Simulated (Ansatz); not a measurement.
Ansatz (a program for electronic structure) input (CCSD(T)/aug-cc-pV(D+d)Z):
A basis named .json is the Basis Set Exchange file of that set.

Ansatz 0.2 input:
```yaml
crystal:
  periodic: [false, false, false]
  atoms:
    - {symbol: Si, position_ang: [0.07258649, -0.41862332, 0.20538925]}
    - {symbol: O, position_ang: [-0.18230483, 1.05176462, -0.29647378]}
    - {symbol: H, position_ang: [-0.94504931, -1.47873300, -0.25148890]}
    - {symbol: H, position_ang: [1.38727705, -1.07465746, -0.25217031]}
basis:
  gaussian:
    orbitals: aug-cc-pV_D+d_Z.json
total_charge: -1
magnetization: {spin_polarized: true, initial_magnetization: 1}
correlation: {method: ccsd_t, electrons: outside_noble_gas}
output: {forces: true}
```

Output:

```
Functional definition: HF
integrals: 0.09 GiB planned
733 factors; integrals over basis functions are off by at most 5.5e-4 eV
mean field: 0.16 GiB planned
mean field evaluation 1: about -9930.0821 eV, gradient 1.1e1 eV
mean field evaluation 2: about -9930.0834 eV, gradient 1.1e1 eV
mean field evaluation 4: about -9931.1870 eV, gradient 2.4e0 eV
mean field evaluation 8: about -9931.2494 eV, gradient 1.6e-1 eV
mean field evaluation 16: about -9931.2325 eV, gradient 8.5e-1 eV
mean field evaluation 32: about -9927.6360 eV, gradient 3.1e0 eV
mean field evaluation 64: about -9927.2037 eV, gradient 5.8e0 eV
mean field -9931.25093315 eV, -364.9667401494 hartree, gradient 5.1e-6 eV, S^2 0.762759; 1 other end points of the search recorded, 0 dependent functions left out
determinant -9931.25093315 eV, -364.9667401494 hartree, with singles and doubles -9940.28188328 eV, -365.2986214457 hartree
determinant -9927.84044331 eV, -364.8414069598 hartree, with singles and doubles -9935.26363544 eV, -365.1142042388 hartree
6 core orbitals not correlated
reference -9931.25093315 eV, -364.9667401494 hartree; 7, 6 occupied and 60, 61 virtual orbitals, 733 factors
densities: 0.45 GiB planned
second order -8.58037065 eV of doubles, -0.00000000 eV of singles
coupled cluster: 0.33 GiB planned
cycle   1  -9.00909080 eV  change   -2.2e-1 eV  update   2.3e-2
cycle   2  -9.02370348 eV  change   -1.5e-2 eV  update   8.1e-3
cycle   3  -9.02455429 eV  change   -8.5e-4 eV  update   5.6e-3
cycle   4  -9.02743759 eV  change   -2.9e-3 eV  update   2.4e-3
cycle   5  -9.02807066 eV  change   -6.3e-4 eV  update   1.2e-3
cycle   6  -9.02806149 eV  change    9.2e-6 eV  update   5.5e-4
cycle   7  -9.02815965 eV  change   -9.8e-5 eV  update   2.9e-4
cycle   8  -9.02819568 eV  change   -3.6e-5 eV  update   1.3e-4
cycle   9  -9.02818928 eV  change    6.4e-6 eV  update   5.7e-5
cycle  10  -9.02819032 eV  change   -1.0e-6 eV  update   2.6e-5
cycle  11  -9.02819095 eV  change   -6.3e-7 eV  update   1.3e-5
cycle  12  -9.02819190 eV  change   -9.5e-7 eV  update   5.9e-6
cycle  13  -9.02819365 eV  change   -1.8e-6 eV  update   2.9e-6
cycle  14  -9.02819425 eV  change   -6.0e-7 eV  update   1.2e-6
perturbative correction -0.32753801 eV, -0.0120367998 hartree
the calculation of the forces begins
Total energy: -9940.60666541 eV, -365.3105569686 hartree
Atom 0 at     0.072586    -0.418623     0.205389 Å, force     0.197538    -1.139865     0.191834 eV/Å
Atom 1 at    -0.182305     1.051765    -0.296474 Å, force    -0.203757     1.175552    -0.317058 eV/Å
Atom 2 at    -0.945049    -1.478733    -0.251489 Å, force    -0.031520    -0.023843     0.062622 eV/Å
Atom 3 at     1.387277    -1.074657    -0.252170 Å, force     0.037740    -0.011844     0.062602 eV/Å
Dipole moment:     0.042578    -0.245730     0.016936 e Å
```
